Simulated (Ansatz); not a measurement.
Input and output for C2H5NSi (`C1=N[SiH2]C1`).

```yaml
crystal:
  periodic: [false, false, false]
  atoms:
    - {symbol: C, position_ang: [0.246881, -0.887841, -0.757705]}
    - {symbol: N, position_ang: [0.687179, 0.160561, -1.350787]}
    - {symbol: Si, position_ang: [0.153696, 1.133373, 0.045132]}
    - {symbol: C, position_ang: [-0.368058, -0.594658, 0.599368]}
    - {symbol: H, position_ang: [0.316120, -1.889838, -1.201284]}
    - {symbol: H, position_ang: [-0.914856, 2.123323, -0.250437]}
    - {symbol: H, position_ang: [1.246403, 1.805481, 0.795734]}
    - {symbol: H, position_ang: [-1.431826, -0.831949, 0.666818]}
    - {symbol: H, position_ang: [0.152862, -1.064753, 1.436062]}
basis:
  gaussian: {orbitals: def2-mTZVP}
hamiltonian: {xc: {name: r2SCANh}, dispersion: d4}
output: {forces: true}
```

```sh
$ ansatz run in.yaml --threads 2 --pin off --events-out ev --progress --plain --max-ram 4352MiB
```

Shortened log:

```
Functional definition: r2SCANh
868 factors; integrals over basis functions are off by at most 1.1e-3 eV
mean field evaluation 1: about -11511.6897 eV, gradient 6.1e1 eV
mean field evaluation 2: about -11501.2499 eV, gradient 8.6e1 eV
mean field evaluation 4: about -11519.7109 eV, gradient 9.5e0 eV
mean field evaluation 8: about -11519.9667 eV, gradient 6.3e-1 eV
mean field evaluation 16: about -11519.9676 eV, gradient 1.7e-5 eV
mean field -11519.96762380 eV, -423.3510016603 hartree, gradient 1.7e-5 eV, S^2 0.000000; 0 other end points of the search recorded, 0 dependent functions left out
reference -11519.96763462 eV, -423.3510020577 hartree; 19, 19 occupied and 75, 75 virtual orbitals, 868 factors
Total energy: -11520.01060212 eV, -423.3525810844 hartree
Atom 0 at     0.246881    -0.887841    -0.757705 Å, force    -0.036377    -0.179843     0.026294 eV/Å
Atom 1 at     0.687179     0.160561    -1.350787 Å, force     0.104592     0.063247    -0.198427 eV/Å
Atom 2 at     0.153696     1.133373     0.045132 Å, force    -0.004160     0.214434     0.076120 eV/Å
Atom 3 at    -0.368058    -0.594658     0.599368 Å, force    -0.065108    -0.062722     0.110201 eV/Å
Atom 4 at     0.316120    -1.889838    -1.201284 Å, force     0.002235     0.009922    -0.003722 eV/Å
Atom 5 at    -0.914856     2.123323    -0.250437 Å, force     0.013089    -0.013220     0.006696 eV/Å
Atom 6 at     1.246403     1.805481     0.795734 Å, force    -0.016477    -0.008535    -0.007279 eV/Å
Atom 7 at    -1.431826    -0.831949     0.666818 Å, force     0.025907    -0.015431     0.007669 eV/Å
Atom 8 at     0.152862    -1.064753     1.436062 Å, force    -0.023700    -0.007852    -0.017552 eV/Å
Dipole moment:    -0.235662    -0.158270     0.438580 e Å
```

Hardware: 2 threads of an Arm Neoverse V1 on a shared host. Wall time 3.4 s, peak host memory 0.18 GiB.
